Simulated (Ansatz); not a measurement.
Z-matrix (Å, degrees):
```
Ge
C 1 1.954
H 1 1.535 2 109.3
H 1 1.534 2 107.6 3 120.1
H 1 1.535 2 109.3 3 -119.8
F 2 1.351 1 113.8 3 59.9
C 2 1.322 1 126.8 3 -120.1
H 7 1.084 2 121.4 1 180.0
H 7 1.081 2 119.8 1 -0.0
```

Charge 0, multiplicity 1.

**Question.** List the r2SCAN/def2-TZVPP orbital energies in eV (the Gaussian-basis code of Ansatz). (An estimate is asked.)

**Answer.** Ansatz gave: Occupied: -10834.36, -1349.47, -1199.52, -1199.52, -1199.52, -666.66, -275.39, -273.17, -167.65, -117.35, -117.34, -117.33, -32.26, -30.65, -30.64, -30.63, -30.57, -30.56, -20.11, -15.77, -14.46, -12.41, -12.02, -11.60, -10.22, -8.93, -8.87, -8.05, -6.74. Lowest empty: -0.97, 0.39, 0.80, 0.92, 1.56, 2.42, 2.65, 3.90.
